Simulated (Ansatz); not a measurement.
Input for Ansatz (a quantum-chemistry and plane-wave program): R-HF/def2-TZVPP on HISi (SMILES [SiH]I), atoms moved off the minimum. Elements past Kr take the def2 small-core potentials; no spin–orbit coupling.

Ansatz 0.2 input:
```yaml
crystal:
  periodic: [false, false, false]
  atoms:
    - {symbol: Si, position_ang: [-1.07949501, -0.87827169, 1.37503403]}
    - {symbol: H, position_ang: [-2.15724232, -1.30533434, 0.19315749]}
    - {symbol: I, position_ang: [0.28226001, 0.33711688, -0.22393310]}
basis:
  gaussian:
    orbitals: def2-TZVPP
hamiltonian:
  xc: {name: HF}
scf: {lower_state_search: off}
output: {forces: true}
```

The log:

```
WARN ansatz: RAYON_NUM_THREADS=1 ignored (pool sized by the plan → 1); use --threads N
Functional definition: HF
these checks for a lower state are left out or cut short: stability, starts, cluster_reference, orbital_swaps, neighbouring_geometries, increment
integrals: 0.03 GiB planned
872 factors; their error is unknown
mean field: 0.21 GiB planned
mean field evaluation 1: about -15948.5544 eV, gradient 1.0e1 eV
mean field evaluation 2: about -15949.0167 eV, gradient 5.9e0 eV
mean field evaluation 4: about -15949.1219 eV, gradient 5.8e-1 eV
mean field evaluation 8: about -15950.3193 eV, gradient 2.8e0 eV
mean field evaluation 16: about -15950.3238 eV, gradient 2.2e-6 eV
mean field -15950.32384783 eV, -586.1635898899 hartree, gradient 2.2e-6 eV, S^2 0.000000; 0 other end points of the search recorded, 0 dependent functions left out
the calculation of the forces begins
reference -15950.32384783 eV, -586.1635898899 hartree; 20, 20 occupied and 86, 86 virtual orbitals, 872 factors
Total energy: -15950.32384783 eV, -586.1635898899 hartree
Atom 0 at    -1.079495    -0.878272     1.375034 Å, force    -1.604104    -0.777414    -1.110323 eV/Å
Atom 1 at    -2.157242    -1.305334     0.193157 Å, force     1.071158     0.355959     1.488061 eV/Å
Atom 2 at     0.282260     0.337117    -0.223933 Å, force     0.532945     0.421455    -0.377737 eV/Å
Dipole moment:    -0.122222    -0.109703     0.146338 e Å
Checks for a lower state left out: stability, starts, cluster_reference, orbital_swaps, neighbouring_geometries, increment
```

Self-consistency was reached.

Cost: about 2.3 core-seconds (a rough figure).
